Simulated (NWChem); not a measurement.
System: BHBr$_{2}$; SMILES B(Br)Br

```xyz
4

B      0.0000     0.0000    -0.8292
H      0.0000     0.0000    -2.0371
Br    -1.6621     0.0000     0.0989
Br     1.6621     0.0000     0.0989
```
Atoms are numbered in this order, from 1.

Level: PBE-D3(BJ)/def2-SVP (NWChem), optimised geometry, unscaled harmonic frequencies. This build's default masses of Se (78.918 u) and Br (79.917 u) are each other's, which moves their modes by up to 0.6 %.

**Question.** List the harmonic frequencies with IR intensities, and the thermochemistry.

**Answer.** 
```csv
frequency (cm⁻¹),IR intensity (km/mol)
175,0.0
590,12.1
696,2.6
777,171.2
1002,178.1
2623,68.3
```

```yaml
zero_point_energy: 8.4 kcal/mol
thermal correction to the enthalpy at 298.15 K (with zero-point energy): 11.4 kcal/mol
heat capacity Cv: 10.8 cal/(mol K)
entropy at 298.15 K and 1 atm (symmetry number 2): 69.7 cal/(mol K)
dipole_moment: 0.12 D
```

Rigid rotor and harmonic oscillator.
